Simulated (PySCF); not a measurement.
An unknown is described by computed data only.

Formula: C6H6O2S.

| Property | Result |
| --- | --- |
| Triplet | lowest triplet excitation (Tamm–Dancoff): 3.85 eV [TDA CAM-B3LYP/def2-SVPD] |
| 13C NMR | chemical shifts (computed TMS as zero) by class: 173.2 (1 C), 153.5 (1 C), 131.0 (1 C), 125.0 (1 C), 119.8 (1 C), 24.2 (1 C) ppm [GIAO PBE0/pcSseg-1] |
| Dipole | 2.33 D [CAM-B3LYP/def2-SVPD] |
| NMR, other nuclei | isotropic shieldings of nuclei other than C and H, by class: -118 (1 O), 92 (1 O), 310 (1 S) ppm [GIAO PBE0/pcSseg-1] |
| UV, strongest line | among the 8 lowest singlet transitions: S6 at 6.48 eV (191 nm, f = 0.364) [TDDFT CAM-B3LYP/def2-SVPD] |
| Rotational structure | rotational constants A, B, C: 4.118, 0.807, 0.678 GHz [GFN2-xTB] |

Electronic properties: PySCF, gas phase, density fitting. Levels stand in brackets. Isolated species at its GFN2-xTB geometry (one conformer only). NMR classes are plain means over equivalent atoms (diastereotopic ones count apart unless rotation or inversion swaps them), as if these changed places fast.

Task: Give a SMILES that accounts for the data.

Result: Numbering: `[CH3:1][C:2](=[O:3])[O:4][c:5]1[cH:6][cH:7][s:8][cH:9]1`. Its formula, C6H6O2S, gives 4 degrees of unsaturation: 1 ring and 3 π bonds in the structure found (Kekulé form). 6 carbons fall into 6 classes; from least to most shielded: ester carbonyl carbon [C2] (173.2 ppm), aromatic carbon bearing oxygen [C5] (153.5 ppm), aromatic CH next to a ring sulfur [C7] (131.0 ppm), aromatic CH carbon [C6] (125.0 ppm), aromatic CH next to a ring sulfur [C9] (119.8 ppm), methyl carbon next to a carbonyl [C1] (24.2 ppm). The other shieldings belong to: -118 ppm, ester carbonyl oxygen [O3]; 92 ppm, ester single-bonded oxygen [O4]; 310 ppm, thiophene-type sulfur [S8]. By its constants the optimised geometry is an asymmetric top. Structure: `CC(=O)Oc1ccsc1`. Computed isomers that give other values at the same levels: `COC(=O)c1cccs1` (13C chemical shifts (computed TMS as zero) by class: 166.9 (1 C), 142.5 (1 C), 141.9 (1 C), 140.3 (1 C), 131.9 (1 C), 50.9 (1 C) ppm); `C=CC1=CSCC(=O)O1` (rotational constant A: 2.151 GHz; this holds for the one conformer computed); `CC(=O)Oc1cccs1` (13C chemical shifts (computed TMS as zero) by class: 171.9 (1 C), 165.0 (1 C), 130.1 (1 C), 121.5 (1 C), 118.1 (1 C), 24.3 (1 C) ppm). The assignments are read from this structure; whether some other isomer fits the data as well wasn't checked.

Shape of the structure used: `[CH3:1][C:2](=[O:3])[O:4][c:5]1[cH:6][cH:7][s:8][cH:9]1`: C1–C2–O4–C5 179°, C2–O4–C5–C6 179°.
